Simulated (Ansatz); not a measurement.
Reaction (cleavage of the Si–Si bond): `F[SiH]([SiH3])I` + `OB(O)O[SiH3]` → `OB(O[SiH3])O[SiH3]` + `F[SiH2]I`

Gas-phase electronic energies from Ansatz, PBE0-D4/def2-TZVP geometries. CCSD(T)/CBS adds triple-zeta CCSD(T) − MP2 to the extrapolated MP2 energy (def2 sets, frozen cores). DFT in def2-TZVPP. B3LYP here is the variant with VWN-RPA as its local correlation; programs differ in this. HSE06 is defined as in plane-wave codes. def2 core potentials past Kr. For I outer-core shells are correlated without core-valence functions, which leaves a few kJ/mol of doubt a bond. Each species was taken in one conformer, which may not be the lowest.

**Question.** Is it downhill or uphill in electronic energy at CCSD(T)/CBS, and by how much? (Estimate.)

**Answer.** Ansatz gave: Downhill: ΔE = -88.8 kJ/mol.

**Question.** What do these levels give: B3LYP-D4, CAM-B3LYP-D4, BLYP, r2SCAN, B3LYP, r2SCAN0, HSE06, BHLYP, HF/def2-TZVPP, CCSD(T)/def2-TZVPP, MP2/def2-QZVPP, MP2/CBS(def2)? (Estimate.)

**Answer.** The calculation gave: B3LYP-D4 -87.7, CAM-B3LYP-D4 -94.8, BLYP -82.8, r2SCAN -81.5, B3LYP -88.6, r2SCAN0 -85.0, HSE06 -70.5, BHLYP -100.2, HF/def2-TZVPP -114.9, CCSD(T)/def2-TZVPP -90.5, MP2/def2-QZVPP -96.6, MP2/CBS(def2) -95.0 kJ/mol.

**Question.** What do rigid-rotor, harmonic-oscillator terms from PBE0-D4/def2-TZVP frequencies (298.15 K, 1 bar) make of the CCSD(T)/CBS value? (Best estimate.)

**Answer.** Ansatz gave: ΔZPE = -3.5 kJ/mol, ΔH = -93.3 kJ/mol, ΔS = -2 J/(mol·K), ΔG = -92.7 kJ/mol.

Largest T1 diagnostic among the species: 0.012.

Leaving LDA and LC-ωPBE aside and taking each functional with its dispersion term where it has one, the values, not all of them listed here, spread over 35.5 kJ/mol, from BHLYP-D4 to PBE-D4. From PBE to PBE0 (25 % exact exchange), in def2-TZVPP and without D4, ΔE moves by −8.5 kJ/mol.
